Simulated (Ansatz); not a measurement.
CaF2, SMILES [F][Ca][F].

The structure is a stationary point at PBE0-D3(BJ)/def2-TZVP. The isomer is the one that the SMILES or the coordinates give; other isomers of the formula were not compared.

Two levels are set side by side: PBE/def2-TZVPD (Ansatz, a program for electronic structure) and PBE0/def2-TZVPD (Ansatz). Energy differences of separate SCF runs at the same geometry; the states with an electron removed or added have multiplicity 2 and 2. Differences are taken from unrounded values.

| quantity | PBE0 | PBE | PBE minus PBE0 |
|---|---|---|---|
| vertical ionisation energy (eV) | 11.46 | 11.00 | -0.46 |
| vertical electron affinity (eV) | 0.58 | 0.60 | 0.02 |
| vertical singlet–triplet gap (eV) | 6.03 | 5.49 | -0.53 |
